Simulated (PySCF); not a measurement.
Nickel: a sound run and one with changed settings

Sound run: Ni⁺ [Ar] 3d9, Ni²⁺ [Ar] 3d8. All numbers are calculated (PySCF 2.14, no relativity, point nucleus, in def2-SVP). In the sound run the correlated levels freeze [Ar]. The sound run starts from symmetry-adapted Hartree-Fock orbitals and uses a fine grid where one is needed.

Changed run: the spin-free X2C one-electron Hamiltonian (Gaussian nucleus). This setting is unsound on purpose.

| species | method | sound run (hartree) | changed run (hartree) | converged |
| --- | --- | --- | --- | --- |
| Ni⁺ | UHF | -1506.34536 | -1516.28108 | yes |
| Ni⁺ | M06-2X | -1507.73219 | -1517.66659 | yes |
| Ni⁺ | B3LYP | -1507.79900 | -1517.73341 | yes |
| Ni⁺ | MP2 | -1506.57792 | -1516.51363 | yes |
| Ni²⁺ | UHF | -1505.80908 | -1515.74720 | yes |
| Ni²⁺ | M06-2X | -1507.08863 | -1517.02531 | yes |
| Ni²⁺ | B3LYP | -1507.14908 | -1517.08571 | yes |
| Ni²⁺ | MP2 | -1505.95585 | -1515.89377 | yes |

Ionisation energy of Ni⁺:

| method | sound run (eV) | changed run (eV) |
| --- | --- | --- |
| UHF | 14.593 | 14.528 |
| M06-2X | 17.512 | 17.450 |
| B3LYP | 17.685 | 17.625 |
| MP2 | 16.927 | 16.867 |
| SCS-MP2 | 16.684 | 16.623 |

Most of the change in total energy is the relativistic energy itself. On top of that the contraction fixes the core shape for the Hamiltonian it was made with, so the changed run is not a good calculation with the other Hamiltonian either.

For comparison, NIST gives 18.169 eV between the lowest levels.
